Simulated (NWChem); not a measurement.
The numbers come from NWChem runs, not from measurements. System: germanium monoxide (GeO), charge 0, spin multiplicity 1, at a geometry optimised with PBE/def2-SVP. Level: constrained B3LYP/def2-SVP, VWN1-RPA local correlation.

The NWChem input:

```
start mol
memory heap 200 mb stack 900 mb global 1100 mb
geometry units angstroms nocenter noautoz noautosym
  Ge     0.000000     0.000000     0.329722
  O      0.000000     0.000000    -1.318888
end
basis spherical
  * library def2-svp
end
dft
  xc b3lyp
  semidirect memsize 60000000 filesize 0
  iterations 100
  convergence nolevelshifting
  cdft 2 2 charge 0.0 pop becke
end
task dft energy
```

Part of the output:

```
             Northwest Computational Chemistry Package (NWChem) 7.3.0
             --------------------------------------------------------

                                NWChem Input Module
                                -------------------

 Scaling coordinates for geometry "geometry" by  1.889725989
 (inverse scale =  0.529177249)

                             Geometry "geometry" -> ""
                             -------------------------

 Output coordinates in angstroms (scale by  1.889725989 to convert to a.u.)

  No.       Tag          Charge          X              Y              Z
 ---- ---------------- ---------- -------------- -------------- --------------
    1 Ge                  32.0000     0.00000000     0.00000000     0.32972200
    2 O                    8.0000     0.00000000     0.00000000    -1.31888800

 Effective nuclear repulsion energy (a.u.)      82.1718755460

            Nuclear Dipole moment (a.u.)
            ----------------------------
        X                 Y               Z
 ---------------- ---------------- ----------------
     0.0000000000     0.0000000000     0.0000000000


 Summary of "ao basis" -> "" (spherical)
 ------------------------------------------------------------------------------
       Tag                 Description            Shells   Functions and Types
 ---------------- ------------------------------  ------  ---------------------
 *                          def2-svp                  on all atoms

                                 NWChem DFT Module
                                 -----------------

 Summary of "ao basis" -> "ao basis" (spherical)
 ------------------------------------------------------------------------------
       Tag                 Description            Shells   Functions and Types
 ---------------- ------------------------------  ------  ---------------------
 Ge                         def2-svp                12       32   5s4p3d
 O                          def2-svp                 6       14   3s2p1d

 Summary of "ao basis" -> "ao basis" (spherical)
 ------------------------------------------------------------------------------
       Tag                 Description            Shells   Functions and Types
 ---------------- ------------------------------  ------  ---------------------
 Ge                         def2-svp                12       32   5s4p3d
 O                          def2-svp                 6       14   3s2p1d

            General Information
            -------------------
          SCF calculation type: DFT
          Wavefunction type:  closed shell.
          No. of atoms     :     2
          No. of electrons :    40
           Alpha electrons :    20
            Beta electrons :    20
          Charge           :     0
          Spin multiplicity:     1
          Use of symmetry is: off; symmetry adaption is: off
          Maximum number of iterations: 100
          AO basis - number of functions:    46
                     number of shells:    18
          Convergence on energy requested:  1.00D-06
          Convergence on density requested:  1.00D-05
          Convergence on gradient requested:  5.00D-04

              XC Information
              --------------
                         B3LYP Method XC Potential
                     Hartree-Fock (Exact) Exchange  0.200
                        Slater Exchange Functional  0.800 local
                    Becke 1988 Exchange Functional  0.720 non-local
              Lee-Yang-Parr Correlation Functional  0.810
                  VWN I RPA Correlation Functional  0.190 local

             Grid Information
             ----------------
          Grid used for XC integration:  medium
          Radial quadrature: Mura-Knowles
          Angular quadrature: Lebedev.
          Tag              B.-S. Rad. Rad. Pts. Rad. Cut. Ang. Pts.
          ---              ---------- --------- --------- ---------
          Ge                  1.25      112           6.0       590
          O                   0.60       49           7.0       434
          Grid pruning is: on
          Number of quadrature shells:   161
          Spatial weights used:  Erf1

          Convergence Information
          -----------------------
          Convergence aids based upon iterative change in
          total energy or number of iterations.
          Levelshifting, if invoked, occurs when the
          HOMO/LUMO gap drops below (HL_TOL):  1.00D-02
          DIIS, if invoked, will attempt to extrapolate
          using up to (NFOCK): 10 stored Fock matrices.

                    Damping( 0%)  Levelshifting(0.0)       DIIS
                  --------------- ------------------- ---------------
          dE  on:    start             N/A                start
          dE off:    2 iters           N/A              100 iters

      Screening Tolerance Information
      -------------------------------
          Density screening/tol_rho:  1.00D-10
          AO Gaussian exp screening on grid/accAOfunc:  14
          CD Gaussian exp screening on grid/accCDfunc:  20
          XC Gaussian exp screening on grid/accXCfunc:  20
          Schwarz screening/accCoul:  1.00D-08

      Superposition of Atomic Density Guess
      -------------------------------------

 Sum of atomic energies:       -2149.73464424

      Non-variational initial energy
      ------------------------------

 Total energy =   -2149.672806
 1-e energy   =   -3161.563846
 2-e energy   =     929.719165
 HOMO         =      -0.350068
 LUMO         =      -0.030201

------------------------------------------------------------
EAF file 0: "./mol.aoints.0" size=524288 bytes
------------------------------------------------------------
               write      read    awrite     aread      wait
               -----      ----    ------     -----      ----
     calls:        1         0         0         0         0
   data(b): 5.24e+05  0.00e+00  0.00e+00  0.00e+00
   time(s): 0.00e+00  0.00e+00  0.00e+00  0.00e+00  0.00e+00
rate(mb/s): 0.00e+00  0.00e+00
------------------------------------------------------------

   convergence    iter        energy       DeltaE   RMS-Dens  Diis-err    time
 ---------------- ----- ----------------- --------- --------- ---------  ------
 d= 0,ls=0.0,diis     1  -2151.7540305831 -2.23D+03  3.70D-02  1.27D+00     1.0
 CDFT multipliers:
      1       -0.2624724298
      iter =    9
 d= 0,ls=0.0,diis     2  -2151.3598079974  3.94D-01  1.18D-02  7.64D+00     1.1
 CDFT multipliers:
      1        0.0455171626
      iter =    6
 d= 0,ls=0.0,diis     3  -2151.6034966650 -2.44D-01  5.17D-03  2.64D+00     1.2
 CDFT multipliers:
      1        0.2151277832
      iter =    6
 d= 0,ls=0.0,diis     4  -2151.6477904253 -4.43D-02  6.97D-03  1.28D+00     1.3
 CDFT multipliers:
      1        0.4532302563
      iter =    5
 d= 0,ls=0.0,diis     5  -2151.6887042236 -4.09D-02  3.63D-03  1.38D-01     1.4
 CDFT multipliers:
      1        0.5696044080
      iter =    6
  Resetting Diis
 d= 0,ls=0.0,diis     6  -2151.6929679477 -4.26D-03  2.60D-04  1.25D-03     1.5
 CDFT multipliers:
      1        0.5652948771
      iter =    4
 d= 0,ls=0.0,diis     7  -2151.6930250330 -5.71D-05  6.92D-05  2.84D-05     1.6
 CDFT multipliers:
      1        0.0021952305
      iter =    5
 d= 0,ls=0.0,diis     8  -2151.6930259020 -8.69D-07  1.82D-07  1.37D+00     1.6
 CDFT multipliers:
      1        0.5674932619
      iter =    2
 d= 0,ls=0.0,diis     9  -2151.6930258777  2.42D-08  2.89D-05  6.50D-06     1.7
 CDFT multipliers:
      1        0.5669942209
      iter =    2
 d= 0,ls=0.0,diis    10  -2151.6930262870 -4.09D-07  2.01D-06  2.79D-08     1.8
  CDFT final multipliers
      1        0.5669840537

         Total DFT energy =    -2151.693026288112
      One electron energy =    -3162.302274952005
           Coulomb energy =     1015.855567019429
    Exchange-Corr. energy =      -87.418193901556
 Nuclear repulsion energy =       82.171875546019

 Numeric. integr. density =       39.999996522547

     Total iterative time =      1.4s

                       DFT Final Molecular Orbital Analysis
                       ------------------------------------

 Vector   18  Occ=2.000000D+00  E=-1.343804D-01
              MO Center= -3.8D-09,  5.4D-09, -4.6D-01, r^2= 2.4D+00
   Bfn.  Coefficient  Atom+Function         Bfn.  Coefficient  Atom+Function
  ----- ------------  ---------------      ----- ------------  ---------------
    38      0.540745  2 O  pz                14     -0.374169  1 Ge pz
     5     -0.348980  1 Ge s                 17     -0.245204  1 Ge pz
    41      0.240169  2 O  pz                11      0.204131  1 Ge pz
    35     -0.197687  2 O  s                 34     -0.108390  2 O  s
    20     -0.068024  1 Ge d  0               8     -0.066254  1 Ge pz

 Vector   19  Occ=2.000000D+00  E=-1.085670D-01
              MO Center=  8.7D-10,  4.7D-10, -6.1D-01, r^2= 1.8D+00
   Bfn.  Coefficient  Atom+Function         Bfn.  Coefficient  Atom+Function
  ----- ------------  ---------------      ----- ------------  ---------------
    37      0.377460  2 O  py                36      0.354421  2 O  px
    13      0.276870  1 Ge py                12      0.259971  1 Ge px
    16      0.245384  1 Ge py                15      0.230407  1 Ge px
    40      0.171780  2 O  py                39      0.161295  2 O  px
    10     -0.145513  1 Ge py                 9     -0.136632  1 Ge px

 Vector   20  Occ=2.000000D+00  E=-1.085670D-01
              MO Center=  7.5D-09, -6.3D-09, -6.1D-01, r^2= 1.8D+00
   Bfn.  Coefficient  Atom+Function         Bfn.  Coefficient  Atom+Function
  ----- ------------  ---------------      ----- ------------  ---------------
    36      0.377460  2 O  px                37     -0.354421  2 O  py
    12      0.276870  1 Ge px                13     -0.259971  1 Ge py
    15      0.245384  1 Ge px                16     -0.230407  1 Ge py
    39      0.171780  2 O  px                40     -0.161295  2 O  py
     9     -0.145513  1 Ge px                10      0.136632  1 Ge py

 Vector   21  Occ=0.000000D+00  E= 5.875472D-02
              MO Center=  3.3D-11, -1.4D-09, -1.7D-01, r^2= 2.7D+00
   Bfn.  Coefficient  Atom+Function         Bfn.  Coefficient  Atom+Function
  ----- ------------  ---------------      ----- ------------  ---------------
    16      0.512550  1 Ge py                37     -0.426634  2 O  py
    40     -0.307501  2 O  py                13      0.304555  1 Ge py
    15      0.261058  1 Ge px                36     -0.217298  2 O  px
    10     -0.167972  1 Ge py                39     -0.156620  2 O  px
    12      0.155120  1 Ge px                29      0.111578  1 Ge d -1

 Vector   22  Occ=0.000000D+00  E= 5.875472D-02
              MO Center=  5.7D-09, -2.5D-09, -1.7D-01, r^2= 2.7D+00
   Bfn.  Coefficient  Atom+Function         Bfn.  Coefficient  Atom+Function
  ----- ------------  ---------------      ----- ------------  ---------------
    15      0.512550  1 Ge px                36     -0.426634  2 O  px
    39     -0.307501  2 O  px                12      0.304555  1 Ge px
    16     -0.261058  1 Ge py                37      0.217298  2 O  py
     9     -0.167972  1 Ge px                40      0.156620  2 O  py
    13     -0.155120  1 Ge py                31     -0.111578  1 Ge d  1

 Vector   23  Occ=0.000000D+00  E= 2.028103D-01
              MO Center=  1.3D-09,  6.5D-10,  7.7D-01, r^2= 3.4D+00
   Bfn.  Coefficient  Atom+Function         Bfn.  Coefficient  Atom+Function
  ----- ------------  ---------------      ----- ------------  ---------------
     4      1.108299  1 Ge s                 17     -0.907609  1 Ge pz
     5     -0.599976  1 Ge s                 35     -0.384778  2 O  s
    38     -0.339705  2 O  pz                 3     -0.337931  1 Ge s
    41     -0.231914  2 O  pz                30     -0.207937  1 Ge d  0
    20      0.129573  1 Ge d  0              34     -0.087227  2 O  s

     ---------------------------------------------
      Total Density - Mulliken Population Analysis
     ---------------------------------------------

    Atom       Charge   Shell Charges
 -----------   ------   -------------------------------------------------------
    1 Ge  32    32.70   2.00  2.00  1.99  1.46  0.50  6.00  5.98  1.52  1.18  8.07  1.84  0.17
    2 O    8     7.30   1.99  1.28  0.59  2.40  1.03  0.01

     -------------------------------------------
      Total Density - Lowdin Population Analysis
     -------------------------------------------

    Atom       Charge   Shell Charges
 -----------   ------   -------------------------------------------------------
    1 Ge  32    32.63   2.00  2.00  1.97  1.09  0.75  5.99  5.83  1.57  1.29  7.78  2.06  0.32
    2 O    8     7.37   1.98  1.07  0.65  2.22  1.43  0.01

 center of mass
 --------------
 x =   0.00000000 y =   0.00000000 z =   0.06889552

 moments of inertia (a.u.)
 ------------------
         127.628469696329           0.000000000000           0.000000000000
           0.000000000000         127.628469696329           0.000000000000
           0.000000000000           0.000000000000           0.000000000000

     Multipole analysis of the density
     ---------------------------------

     L   x y z        total         alpha         beta         nuclear
     -   - - -        -----         -----         ----         -------
     0   0 0 0     -0.000000    -20.000000    -20.000000     40.000000

     1   1 0 0      0.000000      0.000000      0.000000      0.000000
     1   0 1 0     -0.000000     -0.000000     -0.000000      0.000000
     1   0 0 1     -2.303273     -1.151637     -1.151637      0.000000

     2   2 0 0    -17.315017     -8.657508     -8.657508      0.000000
     2   1 1 0      0.000000      0.000000      0.000000      0.000000
     2   1 0 1      0.000000      0.000000      0.000000      0.000000
     2   0 2 0    -17.315017     -8.657508     -8.657508      0.000000
     2   0 1 1     -0.000000     -0.000000     -0.000000      0.000000
     2   0 0 2    -14.697877    -38.407655    -38.407655     62.117434

 Task  times  cpu:        1.9s     wall:        1.9s

 Total times  cpu:        1.9s     wall:        1.9s
```
